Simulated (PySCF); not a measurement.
CdClH3OSi, SMILES [SiH3][O][Cd][Cl].

Geometry: PBE0-D3(BJ)/def2-SVP. The def2 effective core potentials stand for the cores of Cd; spin–orbit coupling is left out. One conformer was computed; it need not be the lowest.

All values below come from HF/def2-TZVPD in PySCF.

The molecule is in vacuum.

The total energy comes out as -992.06738 hartree and the point group is Cs. The highest occupied level is -11.84 eV and the lowest empty level comes out as 0.69 eV. The orbital gap is 12.53 eV and the dipole moment is 0.30 D. The quadrupole, principal values (traceless, Buckingham form, about the centre of nuclear charge) comes out as -17.68, 8.29, 9.38 D·Å, the mean static polarisability comes out as 64.4 bohr³ (9.55 Å³) and the polarisability, principal values comes out as 55.4, 55.6, 82.3 bohr³.
